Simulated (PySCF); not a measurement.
# Radial density of Eu⁴⁹⁺ (europium, charge +49)

revPBE, [Ne] 3s2 3p2, high-spin 3P determinant. Calculation: PySCF 2.14, in an uncontracted even-tempered set (17 s from 11 bohr⁻², ratio 2.5; 12 p from 14 bohr⁻², ratio 2.5; 4 d from 56 bohr⁻², ratio 2.7; 4 f from 84 bohr⁻², ratio 2.7); scalar relativity by spin-free X2C-1e.

```tsv
r (bohr)	4πr²ρ (e/bohr)	4πr²(ρα − ρβ)
0.0162	83.74	0.7195
0.0273	69.94	2.3653
0.0459	82.85	4.3313
0.0772	93.67	1.5525
0.130	36.18	2.6638
0.218	24.53	11.2527
0.367	3.694	1.7901
0.618	0.02058	0.0084
```

Densities and radii are taken from the X2C orbitals without a picture-change correction, which distorts them close to the nucleus.

Spin-orbit coupling is strong in this species (close to jj coupling), so the high-spin LS determinant is a model state, not a physical level.
